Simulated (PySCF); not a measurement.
## Two-component Hartree-Fock for Te- (tellurium, charge -1)

Start: [Kr] 4d10 5s2 5p5; 5p1/2 filled at m_j = -1/2, +1/2; 5p3/2 filled at m_j = -1/2, +1/2, +3/2. Calculated with PySCF 2.14 in x2c-SVPall-2c with one added diffuse shell each of s, p type (7s9p4d, 54 functions): generalised Hartree-Fock with the X2C-1e Hamiltonian and a Gaussian nucleus; one run each with spin-orbit coupling (SO) switched off, then screened by Boettger's factors.

```tsv
spinor shell	electrons	ε, spin-free (eV)	ε, screened SO (eV)	weight of nominal j (screened SO)	rms radius, screened SO (bohr)
1s1/2	2	-31962.4	-31959.1	1.000	0.0319
2s1/2	2	-4993.2	-4992.2	1.000	0.130
2p1/2	2	-4476.1	-4667.0	1.000	0.112
2p3/2	4	-4476.1	-4389.4	1.000	0.117
3s1/2	2	-1030.7	-1030.4	1.000	0.343
3p1/2	2	-858.33	-894.86	1.000	0.335
3p3/2	4	-858.33	-841.48	1.000	0.347
3d3/2	4	-597.92	-604.17	1.000	0.320
3d5/2	6	-597.92	-593.34	1.000	0.323
4s1/2	2	-186.83	-186.68	1.000	0.816
4p1/2	2	-130.87	-137.74	1.000	0.860
4d3/2	4	-46.403	-47.188	0.998	1.05
4d5/2	6	-46.403	-45.677	0.998	1.06
5s1/2	2	-13.656	-13.604	1.000	2.36
5p1/2	2	-2.553	-3.175	0.878	3.06
5p3/2	3	-2.553	-2.185	0.919	3.28
```

**Question.** Where does 4p3/2 lie, and what is the 4p spin-orbit splitting (screened SO)?

**Answer.** At -127.56 eV, 10.174 eV above 4p1/2.

| quantity | spin-free | screened SO |
| --- | --- | --- |
| E (hartree) | -6789.29833 | -6791.15327 |
| M_J | 3/2 | 3/2 |
| ⟨J²⟩ | 3.766 | 3.765 |
| ⟨L²⟩ | 2.008 | 2.037 |
| ⟨S²⟩ | 0.758 | 0.782 |

Each row is a mean over spinors that exchange with the open shell spreads, by up to 2.109 eV (5s1/2).

Rows whose weight is well below 1 are mixtures of j = l ± 1/2: exchange outweighs spin-orbit coupling there, and the label is only the starting occupation.

Breit and QED terms are absent; they matter most for the inner s and p1/2 levels.

Densities and radii are taken from the X2C orbitals without a picture-change correction, which distorts them close to the nucleus.

Without spin-orbit coupling the j labels of p, d and f shells carry no meaning; the spin-free column gives the mean over the occupied spinors of each nl shell.
